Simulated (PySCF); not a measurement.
Calculation: B3LYP-D3(BJ)/def2-TZVP run with PySCF. All species are isolated molecules in the gas phase. B3LYP has the VWN-RPA correlation part, as in Gaussian. 

Reference species (SMILES): `[H]/N=C1/CO1` (neutral, multiplicity 1).

- HOMO: -7.95 eV

Changed species: `COC#N`.

Question: What does the change do to the HOMO?

Answer: the HOMO falls by 0.35 eV, to -8.30 eV.
